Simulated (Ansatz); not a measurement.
Ansatz (a first-principles code) job for ethoxymethyl(methyl)silane (C4H12OSi), SMILES C[SiH2]COCC, PBE-D3(BJ)/def2-SVP. 

Ansatz 0.2 input:
```yaml
crystal:
  periodic: [false, false, false]
  atoms:
    - {symbol: C, position_ang: [-3.26364820, 0.26888139, -0.02799545]}
    - {symbol: C, position_ang: [-1.82800876, 0.68966901, -0.27345316]}
    - {symbol: O, position_ang: [-1.08466976, -0.44586324, -0.65490116]}
    - {symbol: C, position_ang: [0.29375961, -0.19962389, -0.87748822]}
    - {symbol: Si, position_ang: [1.34741526, -0.28517361, 0.71572140]}
    - {symbol: C, position_ang: [3.15226516, 0.09552510, 0.31400515]}
    - {symbol: H, position_ang: [-3.68942823, -0.18840878, -0.93436365]}
    - {symbol: H, position_ang: [-3.88043707, 1.13742683, 0.25057461]}
    - {symbol: H, position_ang: [-3.31429096, -0.47212308, 0.78449536]}
    - {symbol: H, position_ang: [-1.77958295, 1.46039215, -1.07274506]}
    - {symbol: H, position_ang: [-1.40129947, 1.15424359, 0.63871732]}
    - {symbol: H, position_ang: [0.44993387, 0.76622516, -1.40323465]}
    - {symbol: H, position_ang: [0.65490605, -0.98261225, -1.56766244]}
    - {symbol: H, position_ang: [0.83611427, 0.68787403, 1.72738387]}
    - {symbol: H, position_ang: [1.22062701, -1.65494400, 1.29503990]}
    - {symbol: H, position_ang: [3.78198205, 0.02309494, 1.21502048]}
    - {symbol: H, position_ang: [3.26033383, 1.11409891, -0.09272429]}
    - {symbol: H, position_ang: [3.54847900, -0.61264079, -0.43180166]}
basis:
  gaussian:
    orbitals: def2-SVP
hamiltonian:
  xc: pbe
  dispersion: d3bj
relax: {f_tol: 0.002, max_steps: 200}
```

Log of the run:

```
WARN ansatz: RAYON_NUM_THREADS=2 ignored (pool sized by the plan → 2); use --threads N
Functional definition: PBE
integrals: 0.10 GiB planned
1667 factors; their error is unknown
mean field: 0.53 GiB planned
mean field evaluation 1: about -14233.1930 eV, gradient 7.8e1 eV
mean field evaluation 2: about -14213.2382 eV, gradient 1.1e2 eV
mean field evaluation 4: about -14248.3327 eV, gradient 1.0e1 eV
mean field evaluation 8: about -14248.5245 eV, gradient 1.4e-1 eV
mean field evaluation 16: about -14248.4363 eV, gradient 5.9e-4 eV
mean field -14248.43632932 eV, -523.6203771656 hartree, gradient 2.6e-5 eV, S^2 0.000000; 0 other end points of the search recorded, 0 dependent functions left out
the calculation of the forces begins
reference -14248.43637216 eV, -523.6203787397 hartree; 29, 29 occupied and 119, 119 virtual orbitals, 1667 factors
relax step   1: F+E_penalty+E_count = -14248.80376351 eV  Δ(F+E_penalty+E_count) = +0.000e0 eV  max|allowed force component| = 2.861e-1 eV/Å  Δτ_max = 0.0000 Å  (30 SCF iters, accepted)
these checks for a lower state are left out or cut short: starts, cluster_reference, orbital_swaps, neighbouring_geometries, increment
integrals: 0.10 GiB planned
1667 factors; their error is unknown
mean field: 0.53 GiB planned
mean field -14248.45187536 eV, -523.6209484719 hartree, gradient 1.2e-5 eV, S^2 0.000000; 0 other end points of the search recorded, 0 dependent functions left out
the calculation of the forces begins
reference -14248.45191829 eV, -523.6209500497 hartree; 29, 29 occupied and 119, 119 virtual orbitals, 1667 factors
relax step   2: F+E_penalty+E_count = -14248.81837208 eV  Δ(F+E_penalty+E_count) = -1.461e-2 eV  max|allowed force component| = 1.023e-1 eV/Å  Δτ_max = 0.0115 Å  (30 SCF iters, accepted)
these checks for a lower state are left out or cut short: starts, cluster_reference, orbital_swaps, neighbouring_geometries, increment
integrals: 0.10 GiB planned
1667 factors; their error is unknown
mean field: 0.53 GiB planned
mean field evaluation 32: about -14248.4538 eV, gradient 1.5e-3 eV
mean field -14248.45377655 eV, -523.6210183393 hartree, gradient 1.2e-5 eV, S^2 0.000000; 0 other end points of the search recorded, 0 dependent functions left out
the calculation of the forces begins
reference -14248.45381953 eV, -523.6210199187 hartree; 29, 29 occupied and 119, 119 virtual orbitals, 1667 factors
relax step   3: F+E_penalty+E_count = -14248.81996801 eV  Δ(F+E_penalty+E_count) = -1.596e-3 eV  max|allowed force component| = 1.714e-2 eV/Å  Δτ_max = 0.0103 Å  (31 SCF iters, accepted)
these checks for a lower state are left out or cut short: starts, cluster_reference, orbital_swaps, neighbouring_geometries, increment
integrals: 0.10 GiB planned
1667 factors; their error is unknown
mean field: 0.53 GiB planned
mean field -14248.45385722 eV, -523.6210213038 hartree, gradient 1.1e-5 eV, S^2 0.000000; 0 other end points of the search recorded, 0 dependent functions left out
the calculation of the forces begins
reference -14248.45390020 eV, -523.6210228836 hartree; 29, 29 occupied and 119, 119 virtual orbitals, 1667 factors
relax step   4: F+E_penalty+E_count = -14248.82003102 eV  Δ(F+E_penalty+E_count) = -6.301e-5 eV  max|allowed force component| = 8.308e-3 eV/Å  Δτ_max = 0.0049 Å  (24 SCF iters, accepted)
these checks for a lower state are left out or cut short: starts, cluster_reference, orbital_swaps, neighbouring_geometries, increment
integrals: 0.10 GiB planned
1667 factors; their error is unknown
mean field: 0.53 GiB planned
mean field -14248.45379270 eV, -523.6210189328 hartree, gradient 1.2e-5 eV, S^2 0.000000; 0 other end points of the search recorded, 0 dependent functions left out
the calculation of the forces begins
reference -14248.45383568 eV, -523.6210205125 hartree; 29, 29 occupied and 119, 119 virtual orbitals, 1667 factors
relax step   5: F+E_penalty+E_count = -14248.82008486 eV  Δ(F+E_penalty+E_count) = -5.385e-5 eV  max|allowed force component| = 3.987e-3 eV/Å  Δτ_max = 0.0094 Å  (31 SCF iters, accepted)
these checks for a lower state are left out or cut short: starts, cluster_reference, orbital_swaps, neighbouring_geometries, increment
integrals: 0.10 GiB planned
1667 factors; their error is unknown
mean field: 0.53 GiB planned
mean field -14248.45372093 eV, -523.6210162953 hartree, gradient 1.2e-5 eV, S^2 0.000000; 0 other end points of the search recorded, 0 dependent functions left out
the calculation of the forces begins
reference -14248.45376392 eV, -523.6210178751 hartree; 29, 29 occupied and 119, 119 virtual orbitals, 1667 factors
relax step   6: F+E_penalty+E_count = -14248.82011679 eV  Δ(F+E_penalty+E_count) = -3.192e-5 eV  max|allowed force component| = 6.509e-3 eV/Å  Δτ_max = 0.0105 Å  (30 SCF iters, accepted)
these checks for a lower state are left out or cut short: starts, cluster_reference, orbital_swaps, neighbouring_geometries, increment
integrals: 0.10 GiB planned
1667 factors; their error is unknown
mean field: 0.53 GiB planned
mean field -14248.45371387 eV, -523.6210160359 hartree, gradient 2.0e-5 eV, S^2 0.000000; 0 other end points of the search recorded, 0 dependent functions left out
the calculation of the forces begins
reference -14248.45375686 eV, -523.6210176157 hartree; 29, 29 occupied and 119, 119 virtual orbitals, 1667 factors
relax step   7: F+E_penalty+E_count = -14248.82013390 eV  Δ(F+E_penalty+E_count) = -1.711e-5 eV  max|allowed force component| = 4.201e-3 eV/Å  Δτ_max = 0.0085 Å  (22 SCF iters, accepted)
these checks for a lower state are left out or cut short: starts, cluster_reference, orbital_swaps, neighbouring_geometries, increment
integrals: 0.10 GiB planned
1667 factors; their error is unknown
mean field: 0.53 GiB planned
mean field evaluation 64: about -14248.4537 eV, gradient 1.2e-4 eV
mean field -14248.45370385 eV, -523.6210156676 hartree, gradient 1.2e-5 eV, S^2 0.000000; 0 other end points of the search recorded, 0 dependent functions left out
the calculation of the forces begins
reference -14248.45374684 eV, -523.6210172475 hartree; 29, 29 occupied and 119, 119 virtual orbitals, 1667 factors
relax step   8: F+E_penalty+E_count = -14248.82014743 eV  Δ(F+E_penalty+E_count) = -1.354e-5 eV  max|allowed force component| = 3.982e-3 eV/Å  Δτ_max = 0.0145 Å  (30 SCF iters, accepted)
these checks for a lower state are left out or cut short: starts, cluster_reference, orbital_swaps, neighbouring_geometries, increment
integrals: 0.10 GiB planned
1667 factors; their error is unknown
mean field: 0.53 GiB planned
mean field -14248.45375529 eV, -523.6210175582 hartree, gradient 1.8e-5 eV, S^2 0.000000; 0 other end points of the search recorded, 0 dependent functions left out
the calculation of the forces begins
reference -14248.45379828 eV, -523.6210191379 hartree; 29, 29 occupied and 119, 119 virtual orbitals, 1667 factors
relax step   9: F+E_penalty+E_count = -14248.82015643 eV  Δ(F+E_penalty+E_count) = -8.995e-6 eV  max|allowed force component| = 2.080e-3 eV/Å  Δτ_max = 0.0046 Å  (23 SCF iters, accepted)
these checks for a lower state are left out or cut short: starts, cluster_reference, orbital_swaps, neighbouring_geometries, increment
integrals: 0.10 GiB planned
1667 factors; their error is unknown
mean field: 0.53 GiB planned
mean field -14248.45378125 eV, -523.6210185120 hartree, gradient 2.4e-5 eV, S^2 0.000000; 0 other end points of the search recorded, 0 dependent functions left out
the calculation of the forces begins
reference -14248.45382423 eV, -523.6210200917 hartree; 29, 29 occupied and 119, 119 virtual orbitals, 1667 factors
relax step  10: F+E_penalty+E_count = -14248.82016063 eV  Δ(F+E_penalty+E_count) = -4.203e-6 eV  max|allowed force component| = 1.311e-3 eV/Å  Δτ_max = 0.0029 Å  (21 SCF iters, accepted)
these checks for a lower state are left out or cut short: starts, cluster_reference, orbital_swaps, neighbouring_geometries, increment
integrals: 0.10 GiB planned
1667 factors; their error is unknown
mean field: 0.53 GiB planned
mean field -14248.45379675 eV, -523.6210190816 hartree, gradient 1.7e-5 eV, S^2 0.000000; 0 other end points of the search recorded, 0 dependent functions left out
the calculation of the forces begins
reference -14248.45383973 eV, -523.6210206611 hartree; 29, 29 occupied and 119, 119 virtual orbitals, 1667 factors
relax step  11: F+E_penalty+E_count = -14248.82016313 eV  Δ(F+E_penalty+E_count) = -2.500e-6 eV  max|allowed force component| = 1.301e-3 eV/Å  Δτ_max = 0.0047 Å  (22 SCF iters, accepted)
these checks for a lower state are left out or cut short: starts, cluster_reference, orbital_swaps, neighbouring_geometries, increment
integrals: 0.10 GiB planned
1667 factors; their error is unknown
mean field: 0.53 GiB planned
mean field -14248.45378673 eV, -523.6210187135 hartree, gradient 1.2e-5 eV, S^2 0.000000; 0 other end points of the search recorded, 0 dependent functions left out
the calculation of the forces begins
reference -14248.45382971 eV, -523.6210202930 hartree; 29, 29 occupied and 119, 119 virtual orbitals, 1667 factors
relax step  12: F+E_penalty+E_count = -14248.82016478 eV  Δ(F+E_penalty+E_count) = -1.652e-6 eV  max|allowed force component| = 1.122e-3 eV/Å  Δτ_max = 0.0027 Å  (23 SCF iters, accepted)
these checks for a lower state are left out or cut short: starts, cluster_reference, orbital_swaps, neighbouring_geometries, increment
integrals: 0.10 GiB planned
1667 factors; their error is unknown
mean field: 0.53 GiB planned
mean field evaluation 96: about -14248.4538 eV, gradient 1.1e-5 eV
mean field -14248.45378175 eV, -523.6210185305 hartree, gradient 1.1e-5 eV, S^2 0.000000; 0 other end points of the search recorded, 0 dependent functions left out
the calculation of the forces begins
reference -14248.45382473 eV, -523.6210201099 hartree; 29, 29 occupied and 119, 119 virtual orbitals, 1667 factors
relax step  13: F+E_penalty+E_count = -14248.82016584 eV  Δ(F+E_penalty+E_count) = -1.058e-6 eV  max|allowed force component| = 8.485e-4 eV/Å  Δτ_max = 0.0022 Å  (22 SCF iters, accepted)
integrals: 0.10 GiB planned
1667 factors; their error is unknown
mean field: 0.53 GiB planned
mean field -14248.45378175 eV, -523.6210185305 hartree, gradient 1.1e-5 eV, S^2 0.000000; 1 other end points of the search recorded, 0 dependent functions left out
the calculation of the forces begins
reference -14248.45382473 eV, -523.6210201099 hartree; 29, 29 occupied and 119, 119 virtual orbitals, 1667 factors
Total energy: -14248.82020882 eV, -523.6344844769 hartree
Atom 0 at    -3.274303     0.271249    -0.040959 Å, force    -0.000432     0.000072    -0.000060 eV/Å
Atom 1 at    -1.827402     0.676996    -0.253993 Å, force     0.000682    -0.000467     0.000117 eV/Å
Atom 2 at    -1.095927    -0.461327    -0.671380 Å, force     0.000848     0.000228    -0.000316 eV/Å
Atom 3 at     0.286669    -0.210221    -0.880880 Å, force    -0.000539    -0.000166    -0.000099 eV/Å
Atom 4 at     1.350465    -0.270417     0.719426 Å, force    -0.000472    -0.000251    -0.000025 eV/Å
Atom 5 at     3.160238     0.099995     0.305014 Å, force    -0.000216     0.000068     0.000103 eV/Å
Atom 6 at    -3.701264    -0.147665    -0.973974 Å, force    -0.000032     0.000025     0.000232 eV/Å
Atom 7 at    -3.883984     1.144656     0.264267 Å, force     0.000032    -0.000107    -0.000003 eV/Å
Atom 8 at    -3.349894    -0.502989     0.748278 Å, force     0.000246     0.000108    -0.000155 eV/Å
Atom 9 at    -1.754727     1.484296    -1.028330 Å, force    -0.000240     0.000138    -0.000001 eV/Å
Atom 10 at    -1.399699     1.105710     0.686348 Å, force    -0.000146     0.000098    -0.000068 eV/Å
Atom 11 at     0.449772     0.756962    -1.422114 Å, force    -0.000025     0.000136    -0.000232 eV/Å
Atom 12 at     0.660636    -1.007280    -1.561138 Å, force    -0.000098     0.000030    -0.000080 eV/Å
Atom 13 at     0.844404     0.726018     1.731115 Å, force     0.000465    -0.000096     0.000283 eV/Å
Atom 14 at     1.218903    -1.642134     1.326926 Å, force     0.000064     0.000182     0.000303 eV/Å
Atom 15 at     3.795785     0.038190     1.211266 Å, force    -0.000021     0.000018    -0.000005 eV/Å
Atom 16 at     3.270351     1.118849    -0.119069 Å, force     0.000027     0.000007    -0.000028 eV/Å
Atom 17 at     3.554427    -0.624846    -0.436215 Å, force    -0.000145    -0.000025     0.000033 eV/Å
Dipole moment:     0.159615     0.223466    -0.081741 e Å
```

The calculation finished and met its thresholds.

Cost: about 100 core-seconds (a rough figure).
